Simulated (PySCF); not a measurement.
thionyl fluoride anion (F2OS), SMILES FS(F)=O (connectivity only; charge and spin as stated), charge -1, multiplicity 2.

Coordinates come from a PBE-D3(BJ)/def2-SVPD optimisation. The multiplicity is an assumed one; other spin states were not compared.

Computed with PBE-D3(BJ)/def2-SVPD (PySCF).

Frequencies are harmonic and unscaled.

Computed harmonic wavenumbers and intensities:
| mode | ν (cm⁻¹) | IR (km/mol) | moving atoms (share of kinetic energy) |
|---|---|---|---|
| 1 | 162 | 13.0 | S 60 %, F 37 % |
| 2 | 215 | 11.5 | F 56 %, S 29 %, O 15 % |
| 3 | 319 | 90.2 | F 50 %, O 49 % |
| 4 | 365 | 10.6 | F 100 % |
| 5 | 452 | 473.4 | S 61 %, F 23 %, O 16 % |
| 6 | 1063 | 87.0 | O 66 %, S 33 % |
